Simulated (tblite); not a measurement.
Record of a relaxation.

C₆H₁₀BF₂N.
Atom-mapped SMILES: `[CH3:1][N:2]1[BH:3][CH:4]=[C:5]([CH:6]([F:7])[F:8])[CH2:9][CH2:10]1` (hydrogens: H11, H12, H13 on C1; H14 on B3; H15 on C4; H16 on C6; H17, H18 on C9; H19, H20 on C10)

Computed with GFN2-xTB (tblite), gas phase: L-BFGS steps from a force-field or distance-geometry start until the largest atomic force falls under 0.01 eV/Å. 9 of its 171 geometries are shown.

Step 0: E = -858.7286 eV, largest atomic force 3.683 eV/Å
```
atom  x, y, z in Å  |  force x, y, z in eV/Å
C1     -2.865    0.118   -0.248   -1.033   0.245   0.708
N2     -1.526    0.279    0.296    1.821   0.655  -3.134
B3     -0.719    1.291   -0.528   -0.997  -0.339   2.101
C4      0.833    1.174   -0.559   -0.329  -1.304   0.609
C5      1.428    0.120    0.064   -0.771   1.104  -0.590
C6      2.926    0.006    0.034    0.115  -0.140   0.420
F7      3.499    1.142    0.591   -0.137  -0.837  -0.648
F8      3.379   -0.127   -1.262   -0.045   0.253   0.919
C9      0.619   -0.896    0.844   -0.072   0.098  -0.105
C10    -0.825   -1.028    0.300    0.229   0.208   0.479
H11    -3.455   -0.609    0.360    0.448   0.328  -0.313
H12    -3.425    1.085   -0.199    0.579  -0.674  -0.100
H13    -2.854   -0.234   -1.292   -0.074   0.050   0.265
H14    -1.229    2.300   -0.897   -0.031  -0.559   0.054
H15     1.415    1.927   -1.071    0.192  -0.218   0.020
H16     3.264   -0.876    0.632    0.218   0.440  -0.387
H17     1.106   -1.885    0.805   -0.164   0.329   0.032
H18     0.571   -0.576    1.906    0.065  -0.099  -0.459
H19    -1.368   -1.745    0.948    0.093   0.324  -0.255
H20    -0.777   -1.453   -0.728   -0.104   0.137   0.386
```

Step 21: E = -859.5876 eV, largest atomic force 0.080 eV/Å
```
atom  x, y, z in Å  |  force x, y, z in eV/Å
C1     -2.875    0.095   -0.279    0.015  -0.001   0.027
N2     -1.442    0.206   -0.127    0.043   0.067   0.009
B3     -0.729    1.341   -0.467    0.048   0.039  -0.009
C4      0.823    1.206   -0.504    0.022   0.019   0.029
C5      1.414    0.166    0.083   -0.032  -0.049  -0.043
C6      2.909   -0.008    0.061   -0.003   0.016   0.010
F7      3.543    1.084    0.567    0.022   0.000   0.013
F8      3.365   -0.132   -1.217    0.029  -0.035   0.028
C9      0.603   -0.861    0.823   -0.044  -0.035   0.002
C10    -0.788   -1.047    0.209   -0.025   0.020  -0.008
H11    -3.298   -0.558    0.487   -0.021   0.002   0.044
H12    -3.331    1.078   -0.194    0.020  -0.006  -0.037
H13    -3.126   -0.321   -1.260   -0.030  -0.039   0.014
H14    -1.279    2.338   -0.735   -0.041  -0.017  -0.011
H15     1.452    1.929   -1.004   -0.029   0.031  -0.015
H16     3.264   -0.884    0.628    0.010   0.013  -0.031
H17     1.111   -1.827    0.820    0.009  -0.008   0.027
H18     0.509   -0.538    1.866   -0.026   0.007  -0.010
H19    -1.415   -1.582    0.932    0.016  -0.052  -0.019
H20    -0.713   -1.674   -0.692    0.016   0.026  -0.021
```

Step 42: E = -859.6230 eV, largest atomic force 0.086 eV/Å
```
atom  x, y, z in Å  |  force x, y, z in eV/Å
C1     -2.872    0.089   -0.203   -0.039  -0.007   0.012
N2     -1.435    0.208   -0.162   -0.030  -0.011  -0.004
B3     -0.730    1.357   -0.468   -0.015  -0.014  -0.033
C4      0.825    1.223   -0.504    0.051  -0.041   0.056
C5      1.407    0.173    0.075    0.048  -0.024   0.005
C6      2.901   -0.025    0.084    0.011   0.002   0.005
F7      3.554    1.061    0.580   -0.020  -0.015  -0.010
F8      3.383   -0.192   -1.181   -0.008  -0.003   0.034
C9      0.576   -0.851    0.801    0.018   0.013   0.025
C10    -0.759   -1.054    0.091    0.015   0.016   0.000
H11    -3.260   -0.315    0.738    0.023   0.010   0.011
H12    -3.317    1.066   -0.371    0.009   0.011  -0.012
H13    -3.186   -0.581   -1.010    0.020  -0.006  -0.004
H14    -1.297    2.351   -0.704    0.010   0.024   0.012
H15     1.458    1.960   -0.978   -0.014   0.011  -0.049
H16     3.223   -0.901    0.675    0.008   0.058  -0.033
H17     1.092   -1.810    0.873    0.008   0.022  -0.016
H18     0.408   -0.482    1.819   -0.053  -0.047   0.032
H19    -1.403   -1.695    0.702    0.018   0.004   0.003
H20    -0.573   -1.571   -0.862   -0.059  -0.004  -0.033
```

Step 64: E = -859.6281 eV, largest atomic force 0.027 eV/Å
```
atom  x, y, z in Å  |  force x, y, z in eV/Å
C1     -2.874    0.096   -0.189    0.006   0.006   0.012
N2     -1.436    0.209   -0.169    0.001   0.007  -0.006
B3     -0.724    1.353   -0.473   -0.013   0.004  -0.004
C4      0.830    1.209   -0.509   -0.010   0.000   0.004
C5      1.409    0.163    0.081    0.002  -0.003  -0.016
C6      2.904   -0.011    0.100    0.019   0.005  -0.003
F7      3.530    1.102    0.569    0.010   0.003   0.009
F8      3.393   -0.197   -1.159    0.003  -0.011  -0.009
C9      0.572   -0.868    0.787   -0.006  -0.010   0.003
C10    -0.763   -1.059    0.070   -0.010   0.006  -0.007
H11    -3.249   -0.246    0.781   -0.008  -0.004  -0.001
H12    -3.315    1.064   -0.413    0.004  -0.002  -0.004
H13    -3.194   -0.622   -0.952   -0.002   0.008   0.006
H14    -1.278    2.362   -0.685    0.003  -0.011  -0.008
H15     1.464    1.941   -0.991   -0.010   0.011  -0.001
H16     3.250   -0.862    0.709   -0.017   0.001   0.016
H17     1.087   -1.828    0.842    0.021  -0.007  -0.015
H18     0.391   -0.526    1.812   -0.006  -0.007   0.016
H19    -1.408   -1.702    0.678    0.001   0.007   0.009
H20    -0.594   -1.566   -0.891    0.013  -0.003  -0.002
```

Step 85: E = -859.6304 eV, largest atomic force 0.024 eV/Å
```
atom  x, y, z in Å  |  force x, y, z in eV/Å
C1     -2.877    0.108   -0.170   -0.007  -0.003  -0.002
N2     -1.438    0.208   -0.174   -0.004   0.007  -0.009
B3     -0.726    1.348   -0.494    0.007   0.010   0.012
C4      0.828    1.212   -0.517    0.006  -0.013  -0.004
C5      1.408    0.165    0.069    0.014   0.004   0.008
C6      2.905    0.006    0.129    0.013   0.007  -0.004
F7      3.516    1.148    0.544   -0.003   0.019   0.003
F8      3.425   -0.253   -1.105   -0.002  -0.021  -0.012
C9      0.582   -0.894    0.747    0.002   0.007  -0.004
C10    -0.771   -1.064    0.059   -0.006   0.004   0.001
H11    -3.244   -0.194    0.816    0.002  -0.005  -0.002
H12    -3.311    1.072   -0.425    0.003  -0.002   0.013
H13    -3.217   -0.632   -0.902    0.006  -0.005   0.000
H14    -1.284    2.352   -0.716    0.004   0.010  -0.007
H15     1.462    1.960   -0.975   -0.008  -0.001   0.006
H16     3.239   -0.803    0.798   -0.010  -0.001   0.001
H17     1.104   -1.854    0.741   -0.005   0.002   0.006
H18     0.432   -0.602    1.792   -0.002  -0.003  -0.003
H19    -1.409   -1.696    0.685   -0.013  -0.012  -0.007
H20    -0.629   -1.577   -0.904    0.003  -0.004   0.002
```

Step 106: E = -859.6398 eV, largest atomic force 0.128 eV/Å
```
atom  x, y, z in Å  |  force x, y, z in eV/Å
C1     -2.884    0.104   -0.141    0.048  -0.037   0.006
N2     -1.443    0.212   -0.184    0.003  -0.012  -0.025
B3     -0.732    1.357   -0.489   -0.021   0.000   0.014
C4      0.825    1.230   -0.501    0.008  -0.004   0.026
C5      1.410    0.186    0.084   -0.001  -0.023   0.014
C6      2.905    0.018    0.166    0.034  -0.001   0.017
F7      3.555    1.209    0.240   -0.056  -0.108  -0.040
F8      3.382   -0.598   -0.959    0.005   0.035   0.063
C9      0.582   -0.899    0.722   -0.054  -0.009  -0.007
C10    -0.754   -1.058   -0.006   -0.037  -0.016   0.000
H11    -3.211   -0.296    0.824    0.016   0.019   0.018
H12    -3.332    1.084   -0.281    0.037  -0.015  -0.025
H13    -3.255   -0.570   -0.922    0.059   0.046  -0.005
H14    -1.285    2.365   -0.704   -0.018   0.013   0.025
H15     1.456    1.998   -0.928   -0.006   0.000  -0.017
H16     3.235   -0.592    1.027   -0.046   0.063  -0.058
H17     1.103   -1.860    0.704    0.017   0.086   0.007
H18     0.402   -0.629    1.771    0.021  -0.032  -0.057
H19    -1.392   -1.738    0.567   -0.003  -0.017  -0.001
H20    -0.574   -1.512   -0.993   -0.006   0.012   0.045
```

Step 128: E = -859.6632 eV, largest atomic force 0.066 eV/Å
```
atom  x, y, z in Å  |  force x, y, z in eV/Å
C1     -2.873    0.096   -0.115   -0.004   0.020   0.004
N2     -1.439    0.212   -0.196    0.012  -0.013   0.016
B3     -0.745    1.381   -0.442   -0.006   0.008  -0.007
C4      0.812    1.269   -0.484   -0.004   0.012   0.029
C5      1.402    0.208    0.062   -0.009   0.024   0.011
C6      2.889    0.035    0.205    0.026   0.003   0.035
F7      3.588    1.118   -0.207   -0.005  -0.031  -0.007
F8      3.333   -1.013   -0.550    0.017   0.004  -0.017
C9      0.589   -0.915    0.649   -0.001  -0.010  -0.003
C10    -0.739   -1.059   -0.090   -0.006  -0.014   0.011
H11    -3.170   -0.345    0.843   -0.007  -0.008  -0.008
H12    -3.323    1.081   -0.197   -0.011   0.003  -0.022
H13    -3.261   -0.538   -0.919    0.004  -0.006  -0.002
H14    -1.313    2.398   -0.567    0.013  -0.022   0.002
H15     1.431    2.061   -0.883    0.022  -0.002   0.001
H16     3.191   -0.182    1.248   -0.015   0.033  -0.055
H17     1.136   -1.857    0.584    0.012  -0.002   0.009
H18     0.406   -0.701    1.708   -0.002  -0.008  -0.006
H19    -1.368   -1.777    0.445   -0.027  -0.012   0.003
H20    -0.551   -1.460   -1.096   -0.007   0.020   0.006
```

Step 149: E = -859.6672 eV, largest atomic force 0.019 eV/Å
```
atom  x, y, z in Å  |  force x, y, z in eV/Å
C1     -2.875    0.093   -0.143   -0.007   0.000  -0.004
N2     -1.439    0.216   -0.173   -0.003  -0.009   0.004
B3     -0.747    1.392   -0.391   -0.013  -0.009  -0.001
C4      0.810    1.287   -0.428    0.002   0.000   0.001
C5      1.403    0.208    0.077    0.010   0.002   0.005
C6      2.894    0.037    0.181    0.009  -0.011  -0.012
F7      3.580    1.056   -0.386   -0.008   0.005   0.003
F8      3.306   -1.095   -0.463    0.000  -0.008  -0.001
C9      0.593   -0.923    0.654    0.004   0.002   0.002
C10    -0.741   -1.058   -0.077    0.009  -0.002   0.000
H11    -3.206   -0.361    0.796    0.001   0.004  -0.001
H12    -3.327    1.077   -0.235   -0.002   0.001  -0.002
H13    -3.231   -0.534   -0.968    0.012  -0.007  -0.004
H14    -1.319    2.404   -0.518   -0.007   0.010   0.009
H15     1.429    2.084   -0.816   -0.002   0.005  -0.006
H16     3.239   -0.053    1.227    0.000  -0.008   0.009
H17     1.140   -1.865    0.576    0.004   0.004   0.000
H18     0.416   -0.724    1.717    0.002   0.005   0.002
H19    -1.370   -1.780    0.455   -0.002   0.016  -0.002
H20    -0.560   -1.449   -1.088   -0.011   0.000  -0.002
```

Step 170: E = -859.6685 eV, largest atomic force 0.008 eV/Å
```
atom  x, y, z in Å  |  force x, y, z in eV/Å
C1     -2.874    0.086   -0.170   -0.003   0.000   0.001
N2     -1.438    0.219   -0.162   -0.001  -0.001   0.000
B3     -0.749    1.399   -0.370    0.002   0.001  -0.001
C4      0.809    1.296   -0.409    0.000   0.000   0.006
C5      1.405    0.214    0.086   -0.001   0.000  -0.005
C6      2.896    0.025    0.160   -0.003   0.007  -0.003
F7      3.582    1.062   -0.372    0.004   0.003   0.001
F8      3.285   -1.081   -0.542    0.000  -0.005   0.001
C9      0.596   -0.912    0.674   -0.002   0.002  -0.001
C10    -0.741   -1.053   -0.050   -0.002  -0.003  -0.002
H11    -3.229   -0.347    0.770    0.001   0.000   0.001
H12    -3.331    1.064   -0.299    0.001   0.000   0.000
H13    -3.199   -0.564   -0.989    0.002   0.001  -0.001
H14    -1.324    2.410   -0.496    0.001  -0.001  -0.001
H15     1.424    2.091   -0.808    0.000  -0.003   0.000
H16     3.255   -0.117    1.195    0.003  -0.002   0.001
H17     1.142   -1.855    0.603    0.001   0.005   0.002
H18     0.422   -0.702    1.736    0.001  -0.002   0.003
H19    -1.370   -1.764    0.495   -0.002  -0.001   0.004
H20    -0.566   -1.461   -1.056   -0.002   0.000  -0.006
```

Problem. Summarise the path.

Solution. The energy falls by 21.67 kcal/mol from step 0 to step 170; nine tenths of that is first reached at step 15. It never rises by more than 0.2 meV. The largest force goes from 3.683 to 0.008 eV/Å. Among the bonds N2–B3 changes most, from 1.534 to 1.382 Å; the atoms move by 0.506 Å rms after alignment.

Problem. Follow the three bonds and two angles with the largest change from start to end.

Solution. 
```
step  E above end (kcal/mol)  largest force (eV/Å)  N2–B3 (Å)  C6–F7 (Å)  C1–H12 (Å)  C1–N2–B3 (°)  B3–N2–C10 (°)
   0                   21.67                 3.683      1.534      1.388       1.118         110.9          109.5
   7                    4.35                 0.566      1.389      1.370       1.094         122.0          120.5
  15                    2.12                 0.147      1.384      1.363       1.089         123.1          122.7
  22                    1.84                 0.071      1.383      1.361       1.088         123.4          122.2
  30                    1.54                 0.088      1.384      1.361       1.087         123.7          122.2
  37                    1.22                 0.142      1.382      1.359       1.086         124.5          121.5
  44                    1.01                 0.048      1.383      1.360       1.086         125.0          121.3
  52                    0.97                 0.023      1.382      1.360       1.086         125.1          121.2
  59                    0.95                 0.031      1.382      1.361       1.086         125.2          121.3
  67                    0.92                 0.028      1.382      1.361       1.087         125.1          121.3
  74                    0.90                 0.032      1.382      1.360       1.087         124.8          121.4
  81                    0.88                 0.016      1.382      1.360       1.087         124.8          121.4
  89                    0.87                 0.017      1.382      1.360       1.086         125.1          121.5
  96                    0.86                 0.028      1.381      1.359       1.087         125.3          121.5
 103                    0.77                 0.187      1.381      1.361       1.087         125.5          120.6
 111                    0.51                 0.337      1.382      1.362       1.089         124.7          120.8
 118                    0.31                 0.050      1.381      1.354       1.087         124.6          121.1
 126                    0.16                 0.063      1.382      1.353       1.088         125.2          120.9
 133                    0.09                 0.031      1.382      1.353       1.087         125.3          120.7
 140                    0.06                 0.032      1.382      1.353       1.087         125.3          120.9
 148                    0.03                 0.027      1.382      1.353       1.087         125.1          121.0
 155                    0.02                 0.020      1.382      1.352       1.087         125.1          121.0
 163                    0.01                 0.021      1.382      1.352       1.087         125.1          121.2
 170                    0.00                 0.008      1.382      1.353       1.087         125.1          121.2
```

The cost below is that of the whole relaxation. Time: 2.2 s wall. Hardware: an Arm Neoverse N1 with one thread, on a shared host.
